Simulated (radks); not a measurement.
Problem. Pm II, configuration [Xe] 4f5 6s1. All-electron calculation, Dirac Kohn-Sham, PBEsol, spin-unpolarised, spherical densities, point nucleus; open shells are shared between the two j in proportion to 2j + 1; speed of light set to 411.108 atomic units (3 times the physical value, a model run). Program: a radial shooting solver on a logarithmic mesh with Libxc functionals. Some entries of the table are withheld. Estimate them.

orbital,occ.,eigenvalue (eV),<r^2> (bohr^2)
1s1/2,2,-42801.75,0.0008176
2s1/2,2,-6762.702,0.01305
2p1/2,2,(1),0.009706
2p3/2,4,(2),0.009843
3s1/2,2,-1474.341,0.08587
3p1/2,2,(3),0.08073
3p3/2,4,(4),0.08152
3d3/2,4,-1029.971,0.06585
3d5/2,6,-1027.270,0.06607
4s1/2,2,(5),(6)
4p1/2,2,-235.1915,0.4648
4p3/2,4,-232.7900,0.4692
4d3/2,4,-130.9755,0.5481
4d5/2,6,-130.4921,0.5499
5s1/2,2,-43.6148,2.591
5p1/2,2,-28.3222,3.341
5p3/2,4,-28.0040,3.380
4f5/2,2.14286,-10.8345,1.309
4f7/2,2.85714,-10.7766,1.314
6s1/2,1,-7.8975,19.23

Solution. 
(1) 2p1/2 eigenvalue (eV): -6415.847
(2) 2p3/2 eigenvalue (eV): -6360.328
(3) 3p1/2 eigenvalue (eV): -1322.375
(4) 3p3/2 eigenvalue (eV): -1311.308
(5) 4s1/2 eigenvalue (eV): -293.1929
(6) 4s1/2 <r^2> (bohr^2): 0.4372
